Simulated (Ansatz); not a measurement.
A first, cheap relaxation of BClH5NOSi (`NB(Cl)O[SiH3]`).

```yaml
crystal:
  periodic: [false, false, false]
  atoms:
    - {symbol: N, position_ang: [-0.891000, 1.467100, 0.576900]}
    - {symbol: B, position_ang: [-0.706100, 0.009300, 0.665200]}
    - {symbol: Cl, position_ang: [-0.487300, -0.771000, 2.306300]}
    - {symbol: O, position_ang: [-0.708800, -0.811300, -0.537200]}
    - {symbol: Si, position_ang: [0.820800, -0.911300, -1.176700]}
    - {symbol: H, position_ang: [-0.102000, 1.997800, 0.974200]}
    - {symbol: H, position_ang: [-1.725400, 1.738900, 1.185500]}
    - {symbol: H, position_ang: [0.856400, -1.708100, -2.385300]}
    - {symbol: H, position_ang: [1.722300, -1.508100, -0.130900]}
    - {symbol: H, position_ang: [1.304200, 0.445700, -1.475000]}
basis:
  gaussian: {orbitals: def2-SVP}
hamiltonian: {xc: pbe, dispersion: d4}
relax: {f_tol: 0.03, max_steps: 200}
```

```sh
$ ansatz run in.yaml --threads 4 --pin off --events-out ev --progress --plain
```

It prints (some lines left out):

```
Functional definition: PBE
  name "PBE"
  cite "Perdew, Burke & Ernzerhof, Phys. Rev. Lett. 77, 3865 (1996) doi:10.1103/PhysRevLett.77.3865"
  parent pbe
  parameter kappa = 0.804
  parameter beta = 0.06672455060314922
  exchange = pbe_x(kappa = kappa, mu = beta*pi^2/3)
  correlation = pbe_c(beta = beta)
mean field -24674.22899669 eV, -906.7611908352 hartree, gradient 2.1e-5 eV, S^2 0.000000; 0 other end points of the search recorded, 0 dependent functions left out
the calculation of the forces begins
relax step   1: F+E_penalty+E_count = -24674.46013618 eV  Δ(F+E_penalty+E_count) = +0.000e0 eV  max|allowed force component| = 2.846e0 eV/Å  Δτ_max = 0.0000 Å  (28 SCF iters, accepted)
these checks for a lower state are left out or cut short: starts, cluster_reference, orbital_swaps, neighbouring_geometries, increment
mean field -24674.49506925 eV, -906.7709688216 hartree, gradient 1.2e-5 eV, S^2 0.000000; 0 other end points of the search recorded, 0 dependent functions left out
the calculation of the forces begins
relax step   2: F+E_penalty+E_count = -24674.72586298 eV  Δ(F+E_penalty+E_count) = -2.657e-1 eV  max|allowed force component| = 1.441e0 eV/Å  Δτ_max = 0.0896 Å  (30 SCF iters, accepted)
these checks for a lower state are left out or cut short: starts, cluster_reference, orbital_swaps, neighbouring_geometries, increment
mean field -24674.65429850 eV, -906.7768203886 hartree, gradient 2.5e-5 eV, S^2 0.000000; 0 other end points of the search recorded, 0 dependent functions left out
the calculation of the forces begins
relax step   3: F+E_penalty+E_count = -24674.88112246 eV  Δ(F+E_penalty+E_count) = -1.553e-1 eV  max|allowed force component| = 9.456e-1 eV/Å  Δτ_max = 0.1952 Å  (34 SCF iters, accepted)
these checks for a lower state are left out or cut short: starts, cluster_reference, orbital_swaps, neighbouring_geometries, increment
mean field -24674.83849900 eV, -906.7835896320 hartree, gradient 5.3e-6 eV, S^2 0.000000; 0 other end points of the search recorded, 0 dependent functions left out
the calculation of the forces begins
relax step   4: F+E_penalty+E_count = -24675.06152583 eV  Δ(F+E_penalty+E_count) = -1.804e-1 eV  max|allowed force component| = 1.256e0 eV/Å  Δτ_max = 0.1905 Å  (36 SCF iters, accepted)
these checks for a lower state are left out or cut short: starts, cluster_reference, orbital_swaps, neighbouring_geometries, increment
mean field -24675.01543201 eV, -906.7900918000 hartree, gradient 7.0e-6 eV, S^2 0.000000; 0 other end points of the search recorded, 0 dependent functions left out
the calculation of the forces begins
relax step   5: F+E_penalty+E_count = -24675.23507158 eV  Δ(F+E_penalty+E_count) = -1.735e-1 eV  max|allowed force component| = 1.712e0 eV/Å  Δτ_max = 0.1953 Å  (34 SCF iters, accepted)
these checks for a lower state are left out or cut short: starts, cluster_reference, orbital_swaps, neighbouring_geometries, increment
mean field -24675.26673021 eV, -906.7993268389 hartree, gradient 2.5e-5 eV, S^2 0.000000; 0 other end points of the search recorded, 0 dependent functions left out
the calculation of the forces begins
relax step   6: F+E_penalty+E_count = -24675.48460317 eV  Δ(F+E_penalty+E_count) = -2.495e-1 eV  max|allowed force component| = 1.039e0 eV/Å  Δτ_max = 0.2000 Å  (34 SCF iters, accepted)
these checks for a lower state are left out or cut short: starts, cluster_reference, orbital_swaps, neighbouring_geometries, increment
mean field -24675.44120225 eV, -906.8057385680 hartree, gradient 2.2e-5 eV, S^2 0.000000; 0 other end points of the search recorded, 0 dependent functions left out
the calculation of the forces begins
relax step   7: F+E_penalty+E_count = -24675.65796372 eV  Δ(F+E_penalty+E_count) = -1.734e-1 eV  max|allowed force component| = 1.078e0 eV/Å  Δτ_max = 0.1994 Å  (35 SCF iters, accepted)
these checks for a lower state are left out or cut short: starts, cluster_reference, orbital_swaps, neighbouring_geometries, increment
mean field -24675.52181707 eV, -906.8087011080 hartree, gradient 2.0e-5 eV, S^2 0.000000; 0 other end points of the search recorded, 0 dependent functions left out
the calculation of the forces begins
relax step   8: F+E_penalty+E_count = -24675.73966133 eV  Δ(F+E_penalty+E_count) = -8.170e-2 eV  max|allowed force component| = 2.858e-1 eV/Å  Δτ_max = 0.1690 Å  (32 SCF iters, accepted)
these checks for a lower state are left out or cut short: starts, cluster_reference, orbital_swaps, neighbouring_geometries, increment
mean field -24675.53166631 eV, -906.8090630609 hartree, gradient 2.3e-5 eV, S^2 0.000000; 0 other end points of the search recorded, 0 dependent functions left out
the calculation of the forces begins
relax step   9: F+E_penalty+E_count = -24675.75086173 eV  Δ(F+E_penalty+E_count) = -1.120e-2 eV  max|allowed force component| = 1.990e-1 eV/Å  Δτ_max = 0.0649 Å  (28 SCF iters, accepted)
these checks for a lower state are left out or cut short: starts, cluster_reference, orbital_swaps, neighbouring_geometries, increment
mean field -24675.53728064 eV, -906.8092693835 hartree, gradient 1.5e-5 eV, S^2 0.000000; 0 other end points of the search recorded, 0 dependent functions left out
the calculation of the forces begins
relax step  10: F+E_penalty+E_count = -24675.75916188 eV  Δ(F+E_penalty+E_count) = -8.300e-3 eV  max|allowed force component| = 2.071e-1 eV/Å  Δτ_max = 0.1951 Å  (28 SCF iters, accepted)
these checks for a lower state are left out or cut short: starts, cluster_reference, orbital_swaps, neighbouring_geometries, increment
mean field -24675.53863244 eV, -906.8093190612 hartree, gradient 2.1e-5 eV, S^2 0.000000; 0 other end points of the search recorded, 0 dependent functions left out
the calculation of the forces begins
relax step  11: F+E_penalty+E_count = -24675.76099026 eV  Δ(F+E_penalty+E_count) = -1.828e-3 eV  max|allowed force component| = 1.502e-1 eV/Å  Δτ_max = 0.0454 Å  (29 SCF iters, accepted)
these checks for a lower state are left out or cut short: starts, cluster_reference, orbital_swaps, neighbouring_geometries, increment
mean field -24675.54783778 eV, -906.8096573514 hartree, gradient 9.8e-6 eV, S^2 0.000000; 0 other end points of the search recorded, 0 dependent functions left out
the calculation of the forces begins
relax step  12: F+E_penalty+E_count = -24675.76975627 eV  Δ(F+E_penalty+E_count) = -8.766e-3 eV  max|allowed force component| = 5.528e-2 eV/Å  Δτ_max = 0.0924 Å  (28 SCF iters, accepted)
these checks for a lower state are left out or cut short: starts, cluster_reference, orbital_swaps, neighbouring_geometries, increment
mean field -24675.54938403 eV, -906.8097141750 hartree, gradient 2.4e-5 eV, S^2 0.000000; 0 other end points of the search recorded, 0 dependent functions left out
the calculation of the forces begins
relax step  13: F+E_penalty+E_count = -24675.77136646 eV  Δ(F+E_penalty+E_count) = -1.610e-3 eV  max|allowed force component| = 3.347e-2 eV/Å  Δτ_max = 0.0506 Å  (28 SCF iters, accepted)
these checks for a lower state are left out or cut short: starts, cluster_reference, orbital_swaps, neighbouring_geometries, increment
mean field -24675.54973952 eV, -906.8097272392 hartree, gradient 2.5e-5 eV, S^2 0.000000; 0 other end points of the search recorded, 0 dependent functions left out
the calculation of the forces begins
relax step  14: F+E_penalty+E_count = -24675.77162792 eV  Δ(F+E_penalty+E_count) = -2.615e-4 eV  max|allowed force component| = 6.302e-2 eV/Å  Δτ_max = 0.0580 Å  (29 SCF iters, accepted)
these checks for a lower state are left out or cut short: starts, cluster_reference, orbital_swaps, neighbouring_geometries, increment
mean field -24675.54961495 eV, -906.8097226610 hartree, gradient 2.0e-5 eV, S^2 0.000000; 0 other end points of the search recorded, 0 dependent functions left out
the calculation of the forces begins
relax step  15: F+E_penalty+E_count = -24675.77185660 eV  Δ(F+E_penalty+E_count) = -2.287e-4 eV  max|allowed force component| = 3.312e-2 eV/Å  Δτ_max = 0.0210 Å  (30 SCF iters, accepted)
these checks for a lower state are left out or cut short: starts, cluster_reference, orbital_swaps, neighbouring_geometries, increment
mean field -24675.54989043 eV, -906.8097327847 hartree, gradient 2.0e-5 eV, S^2 0.000000; 0 other end points of the search recorded, 0 dependent functions left out
the calculation of the forces begins
relax step  16: F+E_penalty+E_count = -24675.77203130 eV  Δ(F+E_penalty+E_count) = -1.747e-4 eV  max|allowed force component| = 6.997e-3 eV/Å  Δτ_max = 0.0150 Å  (30 SCF iters, accepted)
mean field -24675.54989043 eV, -906.8097327847 hartree, gradient 2.0e-5 eV, S^2 0.000000; 1 other end points of the search recorded, 0 dependent functions left out
the calculation of the forces begins
Total energy: -24675.77206807 eV, -906.8178976624 hartree
Atom 0 at    -0.719038     1.308378     0.863311 Å, force     0.002875    -0.000811    -0.001422 eV/Å
Atom 1 at    -0.814757    -0.096272     0.914224 Å, force     0.000426    -0.006997    -0.002576 eV/Å
Atom 2 at    -1.884707    -0.835822     2.148209 Å, force     0.000003     0.003120    -0.001287 eV/Å
Atom 3 at    -0.140305    -0.947192     0.077232 Å, force    -0.001734     0.003011     0.002612 eV/Å
Atom 4 at     1.003842    -0.824381    -1.143932 Å, force     0.002734     0.000293    -0.001730 eV/Å
Atom 5 at    -0.147098     1.806777     0.181996 Å, force    -0.000458    -0.000879     0.000478 eV/Å
Atom 6 at    -1.245937     1.909015     1.494175 Å, force    -0.002210     0.002677     0.003273 eV/Å
Atom 7 at     0.582411    -1.712105    -2.275953 Å, force     0.000293    -0.000133     0.001284 eV/Å
Atom 8 at     2.341508    -1.258092    -0.618210 Å, force    -0.000689     0.000812    -0.001068 eV/Å
Atom 9 at     1.107181     0.598695    -1.638051 Å, force    -0.001241    -0.001092     0.000435 eV/Å
Dipole moment:     0.256280     0.516350    -0.276016 e Å
```

It took 34 s on 4 threads of a server CPU on a shared host, with 0.2 GiB of host memory at the peak.
